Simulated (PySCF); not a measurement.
Species: C₄H₇BO.
InChI=1S/C4H7BO/c1-3-6-4(2)5/h3H,1-2,5H2

Theory: PySCF, TDDFT CAM-B3LYP/def2-SVPD, vertical, gas phase, core orbitals frozen in the response. The structure is a single PBE0-D3(BJ)/def2-SVP conformer in the gas phase; no vibrational or solvent corrections. Torsions of this conformer, `[BH2:1][C:2](=[CH2:3])[O:4][CH:5]=[CH2:6]`: B1–C2–O4–C5 26°, C2–O4–C5–C6 -171°.

Problem. List the vertical singlet excitations with oscillator strengths and describe the spectrum.

Solution. 

| state | λ (nm) | E (eV) | f | \|μ\| (D) | main configurations (H = HOMO, L = LUMO) |
| --- | --- | --- | --- | --- | --- |
| S1 | 303.5 | 4.08 | 0.070 | 2.12 | H→L (98%) |
| S2 | 227.3 | 5.45 | 0.048 | 1.53 | H-2→L (54%), H-1→L (40%) |
| S3 | 218.7 | 5.67 | 0.025 | 1.08 | H-3→L (63%), H-1→L (20%), H-2→L (14%) |
| S4 | 204.1 | 6.07 | 0.063 | 1.65 | H-1→L (37%), H-3→L (33%), H-2→L (24%) |
| S5 | 192.5 | 6.44 | 0.435 | 4.22 | H→L+2 (76%), H→L+1 (17%) |
| S6 | 189.2 | 6.55 | 0.181 | 2.70 | H→L+1 (57%), H→L+2 (19%), H→L+4 (11%) |

The lowest singlet lies at 4.08 eV (304 nm, ultraviolet) and is of moderate strength; its leading configuration is HOMO→LUMO (98%). The strongest level in the table is S5 at 6.44 eV (193 nm, f = 0.435). Löwdin shares by element: HOMO carbon 57% or more, oxygen 24% (atoms not listed hold the other 19%); LUMO carbon 40% or more, boron 39%, hydrogen 7% or more. Weighted by f, the mean energy of these states is 6.16 eV. The oscillator strengths of these states sum to 0.822; summed over the whole spectrum of an exact calculation they would give the number of electrons, 44 (Thomas–Reiche–Kuhn). Orbital energies (eV): HOMO-3 -11.23, HOMO-2 -10.87, HOMO-1 -9.77, HOMO -7.90, LUMO -1.19, LUMO+1 1.21, LUMO+2 1.39. Singlets were solved by full linear response.
